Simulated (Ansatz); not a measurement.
Reaction (redistribution): `F[SiH](Cl)O[SiH3]` + `[BH2][GeH2][F]` → `B[Si](F)(Cl)O[SiH3]` + `[F][GeH3]`

Gas-phase electronic energies from Ansatz, PBE0-D4/def2-TZVP geometries. CCSD(T)/CBS is the MP2 limit (def2-TZVPP, def2-QZVPP) plus CCSD(T) − MP2 in def2-TZVPP, frozen cores. Functionals use def2-TZVPP. For Ge outer-core shells are correlated without core-valence functions, which leaves a few kJ/mol of doubt a bond. Scalar relativity is left out up to krypton. One conformer a species, not always the lowest.

`F[SiH](Cl)O[SiH3]`:

Z-matrix (Å, degrees):
```
Si
Cl 1 2.036
O 1 1.603 2 110.5
F 1 1.584 2 107.3 3 -119.4
H 1 1.466 2 110.1 3 122.5
Si 3 1.647 1 149.6 2 -34.0
H 6 1.483 3 109.5 1 -72.4
H 6 1.483 3 109.5 1 48.2
H 6 1.481 3 107.4 1 168.0
```

`[BH2][GeH2][F]`:

```xyz
7

B     0.761    0.725   -0.698
Ge   -0.535   -0.421    0.405
F     0.361   -1.510    1.442
H     1.943    0.608   -0.592
H     0.319    1.528   -1.463
H    -1.430   -1.334   -0.456
H    -1.420    0.403    1.361
```

`B[Si](F)(Cl)O[SiH3]`:

Z-matrix (Å, degrees):
```
Si
F 1 1.591
Cl 1 2.057 2 106.4
B 1 1.995 2 113.8 3 -113.6
O 1 1.611 2 107.8 3 118.0
H 4 1.193 1 121.0 2 25.2
H 4 1.193 1 119.9 2 -159.4
Si 5 1.647 1 148.0 2 -70.6
H 8 1.484 5 110.1 1 1.2
H 8 1.482 5 108.4 1 -119.2
H 8 1.482 5 108.4 1 121.6
```

`[F][GeH3]`:

Cartesian coordinates in Å:
```
F -0.359 1.000 -1.264
Ge 0.020 -0.055 0.070
H -1.124 0.100 1.078
H 0.100 -1.471 -0.513
H 1.364 0.426 0.629
```

Problem. Is it downhill or uphill in electronic energy at CCSD(T)/CBS, and by how much? (Estimate.)

Solution. Ansatz gave: Uphill: ΔE = +16.1 kJ/mol.

Problem. What do these levels give: PBE-D4, ωB97X-V, ωB97M-V, PBE, r2SCAN, MP2/def2-TZVPP, CCSD/def2-TZVPP, CCSD(T)/def2-TZVPP, HF/def2-QZVPP, MP2/def2-QZVPP, SCS-MP2/def2-QZVPP, CCSD/CBS(def2)? (Best estimate.)

Solution. Computed: PBE-D4 8.7, ωB97X-V 11.1, ωB97M-V 13.3, PBE 10.9, r2SCAN 12.9, MP2/def2-TZVPP 15.4, CCSD/def2-TZVPP 14.8, CCSD(T)/def2-TZVPP 14.0, HF/def2-QZVPP 13.9, MP2/def2-QZVPP 16.5, SCS-MP2/def2-QZVPP 15.6, CCSD/CBS(def2) 17.0 kJ/mol.

Largest T1 diagnostic among the species: 0.012.

The D4 term adds −3.5 kJ/mol with B3LYP and −2.1 kJ/mol with PBE0; it sums over pairs of atoms, weighted by their polarisabilities, and B3LYP, whose exchange is more repulsive, gets the larger term.

B3LYP here is the variant with VWN-RPA as its local correlation; programs differ in this.
